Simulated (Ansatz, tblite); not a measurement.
Forces on SiCl(OAc)3 (C6H9ClO6Si) at its r2SCAN-D4/def2-SVP geometry. The state is a singlet with charge 0.

The xTB rows come from tblite.

GFN1-xTB (tblite), largest force 1.10 eV/Å:

```xyz
23
positions Å, forces eV/Å
Si   -0.488   -0.341   -0.232   -0.300   -0.212   -0.144
Cl   -2.029   -1.435   -0.962    0.508    0.362    0.240
O    -0.034    0.895   -1.260    0.318   -0.740   -0.753
C     0.422    0.677   -2.533   -0.200   -0.073    0.651
C     0.717    1.968   -3.231    0.093    0.378   -0.212
O     0.554   -0.431   -2.983   -0.046    0.659    0.130
H     1.050    1.773   -4.257   -0.090    0.099    0.259
H     1.494    2.516   -2.676   -0.224   -0.266   -0.184
H    -0.182    2.602   -3.230    0.259   -0.283   -0.037
O     0.883   -1.260    0.028   -0.529   -0.575    0.777
C     0.918   -2.324    0.889   -0.180    0.563   -0.344
C     2.259   -2.988    0.875    0.396   -0.201    0.000
O    -0.036   -2.641    1.550    0.589    0.069   -0.321
H     2.260   -3.848    1.554    0.045    0.213   -0.194
H     3.032   -2.263    1.175   -0.320   -0.224   -0.037
H     2.502   -3.305   -0.151   -0.160    0.064    0.345
O    -0.851    0.380    1.231   -0.781    0.602   -0.489
C    -1.879    1.269    1.393    0.484   -0.404   -0.260
C    -1.997    1.708    2.820   -0.036    0.142    0.418
O    -2.567    1.624    0.472    0.299   -0.131    0.589
H    -2.850    2.386    2.935    0.229   -0.181    0.019
H    -1.067    2.211    3.126   -0.323   -0.132   -0.183
H    -2.110    0.827    3.469   -0.032    0.274   -0.272
```

GFN2-xTB (tblite), largest force 0.85 eV/Å:

```
Si -0.047 -0.029 -0.021
Cl 0.623 0.443 0.295
O 0.068 -0.852 -0.009
C -0.074 -0.404 0.182
C 0.036 0.291 -0.015
O -0.092 0.772 0.330
H -0.116 0.072 0.333
H -0.253 -0.252 -0.210
H 0.293 -0.292 -0.027
O -0.765 0.064 0.370
C -0.415 0.172 0.028
C 0.284 -0.024 -0.075
O 0.665 0.239 -0.464
H 0.005 0.277 -0.229
H -0.317 -0.259 -0.060
H -0.155 0.084 0.375
O -0.248 0.106 -0.806
C 0.011 -0.102 -0.436
C 0.091 0.025 0.278
O 0.493 -0.254 0.637
H 0.277 -0.229 -0.029
H -0.352 -0.151 -0.159
H -0.014 0.302 -0.286
```

PBE-D4/def2-TZVP (Ansatz), largest force 0.64 eV/Å:

```
Si 0.014 0.011 0.008
Cl 0.018 0.012 0.007
O -0.114 0.028 0.459
C -0.005 0.283 0.061
C 0.022 0.147 -0.065
O 0.095 -0.543 -0.320
H -0.021 0.020 0.066
H -0.024 -0.018 -0.042
H 0.040 -0.024 -0.025
O -0.039 0.402 -0.248
C 0.252 0.035 -0.131
C 0.148 -0.064 -0.015
O -0.449 -0.239 0.382
H 0.007 0.055 -0.045
H -0.023 -0.047 0.000
H -0.005 -0.009 0.051
O 0.372 -0.277 -0.108
C 0.139 -0.041 0.250
C -0.004 0.035 0.158
O -0.413 0.237 -0.422
H 0.058 -0.044 -0.001
H -0.052 -0.008 -0.003
H -0.016 0.049 -0.018
```
